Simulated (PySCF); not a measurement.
Ge(NH2)Me3, C3H11GeN.
Bonds: Ge1–N2, Ge1–C5, Ge1–C9, Ge1–C13. Hydrogens: H3, H4 on N2; H6, H7, H8 on C5; H10, H11, H12 on C9; H14, H15, H16 on C13.

Computed by this run: PySCF, PBE0-D3(BJ)/def2-SVP geometry optimisation, gas phase; density fitting, grid level 1; the optimiser is geomeTRIC in internal coordinates, started from a GFN2-xTB structure with every atom displaced at random (about 0.03 Å).

The end geometry, which sets the zero of energy:
```
atom  x, y, z in Å
Ge1     0.0114   -0.0354    0.1407
N2      0.1053   -0.2173    1.9783
H3     -0.8002   -0.2461    2.4413
H4      0.6588    0.5038    2.4356
C5      1.8544   -0.0209   -0.4947
H6      1.8860   -0.0444   -1.5944
H7      2.3915   -0.9000   -0.1094
H8      2.3836    0.8839   -0.1592
C9     -0.9043    1.5998   -0.4404
H10    -0.9416    1.6533   -1.5396
H11    -0.3782    2.4933   -0.0713
H12    -1.9372    1.6281   -0.0613
C13    -0.9483   -1.5998   -0.5177
H14    -1.9844   -1.6114   -0.1464
H15    -0.4496   -2.5190   -0.1776
H16    -0.9816   -1.6019   -1.6174
```

Question: These geometries come from the run, each turned onto the end geometry. Order them by energy, lowest first.
A.
```
atom  x, y, z in Å
Ge1     0.0768   -0.1063    0.1351
N2      0.0749   -0.2108    1.9445
H3     -0.8617   -0.2762    2.3923
H4      0.7339    0.5146    2.4207
C5      1.8940   -0.0288   -0.5150
H6      1.9504   -0.0280   -1.5741
H7      2.4613   -0.8737   -0.0837
H8      2.4574    0.9063   -0.1613
C9     -0.9337    1.6495   -0.4111
H10    -0.9808    1.6743   -1.5218
H11    -0.4385    2.5115   -0.0858
H12    -1.9280    1.6592   -0.0679
C13    -1.0418   -1.6037   -0.5425
H14    -2.0294   -1.6331   -0.1256
H15    -0.4786   -2.5679   -0.1611
H16    -0.9905   -1.6210   -1.5762
```
B.
```
atom  x, y, z in Å
Ge1     0.0254   -0.0448    0.1383
N2      0.0962   -0.2093    1.9746
H3     -0.8047   -0.2538    2.4396
H4      0.6716    0.4807    2.4476
C5      1.8652   -0.0175   -0.4984
H6      1.9055   -0.0456   -1.5983
H7      2.4297   -0.8731   -0.0989
H8      2.3669    0.9022   -0.1633
C9     -0.8983    1.5895   -0.4405
H10    -0.9432    1.6314   -1.5403
H11    -0.3786    2.4934   -0.0832
H12    -1.9315    1.5957   -0.0571
C13    -0.9712   -1.5879   -0.5204
H14    -2.0008   -1.5830   -0.1347
H15    -0.4820   -2.5104   -0.1769
H16    -0.9847   -1.6012   -1.6217
```
C.
```
atom  x, y, z in Å
Ge1     0.0402   -0.0606    0.1390
N2      0.0839   -0.1989    1.9744
H3     -0.8169   -0.2443    2.4334
H4      0.6628    0.4856    2.4369
C5      1.8685   -0.0129   -0.5090
H6      1.9178   -0.0310   -1.6073
H7      2.4398   -0.8597   -0.0977
H8      2.3720    0.9033   -0.1678
C9     -0.8937    1.5749   -0.4274
H10    -0.9346    1.6008   -1.5296
H11    -0.3666    2.4748   -0.0762
H12    -1.9272    1.5679   -0.0487
C13    -0.9944   -1.5732   -0.5286
H14    -2.0126   -1.5776   -0.1208
H15    -0.4915   -2.4872   -0.1773
H16    -0.9819   -1.5959   -1.6269
```

Answer: B (0.008 eV), C (0.045 eV), A (0.759 eV).

In the order of the answer:

| step | E above end (eV) | largest force (eV/Å) | rms force component (eV/Å) | rms distance from end (Å) | rms bond change (Å) | bond most changed (Å) |
| --- | --- | --- | --- | --- | --- | --- |
| 2 | 0.008 | 0.25 | 0.067 | 0.025 | 0.002 | Ge1–N2 -0.004 |
| 1 | 0.045 | 0.75 | 0.197 | 0.040 | 0.004 | Ge1–C5 -0.009 |
| 0 | 0.759 | 4.68 | 1.364 | 0.068 | 0.057 | Ge1–C9 +0.136 |

What follows is the cost of the whole optimisation. Hardware: one thread, Intel Xeon at 2.50 GHz (x86_64), on a shared host. Cost: 3.0 min wall, 2.6 min CPU, 0.56 GiB resident at most.
